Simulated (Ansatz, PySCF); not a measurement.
System: BaCl$_{2}$ (charge +1, doublet). 
Coordinates optimised at B3LYP-D3(BJ)/def2-TZVP (Ansatz, a first-principles code):
```xyz
3

Ba    -0.0470    -0.8699    -0.3243
Cl     1.0333     1.7194    -0.3730
Cl    -0.8785     1.1461     1.4414
```
Charge +1, spin multiplicity 2.

Total electronic energies in hartree. Cores are frozen in the correlated levels unless marked. UHF or UKS for open shells. Spin-orbit coupling is left out. The frozen core is the preceding noble-gas configuration, with the filled d and f shells of earlier blocks. The outer core of K, Ca and their heavier congeners is not correlated, a term that matters for these elements. Past Kr the def2 sets carry scalar-relativistic core potentials. CBS marks a two-point X^-3 extrapolation of the correlation energy; Hartree-Fock from the larger set.

```csv
level,program,energy (Eh)
HF/def2-TZVPPD,Ansatz,-944.03110
HF-D3(BJ)/def2-TZVPD,PySCF + dftd3,-944.05380
RI-HF/def2-TZVPP,Ansatz,-944.02767
BLYP-D4/def2-TZVPD,Ansatz + dftd4,-945.76700
TPSS/def2-TZVPD,PySCF,-945.84287
TPSS-D3(BJ)/def2-TZVPD,PySCF + dftd3,-945.84679
TPSS-D4/def2-TZVPD,PySCF + dftd4,-945.84690
r2SCAN-D3(BJ)/def2-TZVPD,Ansatz + dftd3,-945.73775
r2SCAN-D4/def2-TZVPD,Ansatz + dftd4,-945.73757
B3LYP-D4/def2-TZVPD,Ansatz + dftd4,-945.82730
PBE0-D4/def2-TZVP,Ansatz + dftd4,-945.47653
wB97M-V/def2-TZVPD,Ansatz,-945.66082
B2PLYP-D3(BJ)/def2-TZVPD,Ansatz + dftd3,-945.39094
"RI-MP2/CBS(def2-TZVPP,def2-QZVPP)",Ansatz,-944.5154
"CCSD(T)/CBS(def2-TZVPP,def2-QZVPP)",Ansatz,-944.5709
```

Totals of different functionals don't rank their quality; only differences between species are comparable.
